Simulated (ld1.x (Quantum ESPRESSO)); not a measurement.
# What one change does to a pseudopotential (cobalt (Co), TM)

| Item | Value |
| --- | --- |
| Element | cobalt (Co) |
| Generator | ld1.x (Quantum ESPRESSO) 7.5 |
| Type | norm-conserving Troullier–Martins (Kleinman–Bylander form) |
| Functional | PBEsol |
| Relativity | fully relativistic |
| Frozen core | [Ar] |
| Valence charge | 9 |
| Reference configuration | 3d7 4s1 4p0 (charge +1) |
| Partial waves | 4s (bound): rc 2.20 bohr; 4p (bound, empty): rc 2.00 bohr; 3d (bound): rc 1.10 bohr |
| Local potential | all-electron potential smoothed inside 1.60 bohr (lloc = -2) |
| Core correction | a·sin(br)/r model core, default radius (core density twice the valence density) |

Open shells are filled in proportion to 2j + 1 (rel_dist='average').

Change: all radii but the core radius scaled by about 1.16 (s 2.56, p 2.32, d 1.28 bohr); local potential all-electron potential smoothed inside 1.86 bohr (lloc = -2).

Cutoffs: the cutoffs (Ry, on a coarse ladder) from which the occupation-weighted sum of valence levels, in a spherical-Bessel basis at the reference potential, stays within 10 and 1 mRy of its value at 400 Ry; they do not see the model core or the augmentation charge, which bear on the density cutoff. Errors are all-electron minus pseudo energies relative to the spin-unpolarised reference configuration.

Question: Predict the effect on cutoff, ghosts and configuration errors.

Answer: The potential gets softer (180 Ry and 300 Ry → 140 Ry and 230 Ry); of the 7 tests that both files solve, the error grows in 2 and shrinks in 1 by more than 15 % and 0.3 meV (median size 88.7 → 100.9 meV); neither file shows a bound ghost. A larger radius leaves more room for a smooth pseudo-wave, so fewer plane waves are needed.

| quantity | base | changed |
| --- | --- | --- |
| cutoff, loose | 180 Ry | 140 Ry |
| cutoff, tight | 300 Ry | 230 Ry |
| loose cutoff by channel (10 mRy a level) | s 8 Ry, d 160 Ry | s 8 Ry, d 120 Ry |
| bound ghosts | none | none |
| error for 3d7 4s2 4p0, meV [ΔE -9.05 eV] | -5.8 | -4.6 |
| error for 3d7 4s0 4p0, meV [ΔE 16.70 eV] | -20 | -20 |
| error for 3d6 4s0 4p0, meV [ΔE 52.53 eV] | -251 | -342 |
| error for 3d6 4s2 4p0, meV [ΔE 6.17 eV] | -304 | -271 |
| error for 3d7 4s0 4p2, meV [ΔE -0.03 eV] | -1.2 | -5.2 |
| error for 3d8 4s0 4p0, meV [ΔE -2.62 eV] | -200 | -198 |
| error for 3d8 4s1 4p0, meV [ΔE -10.26 eV] | -89 | -101 |
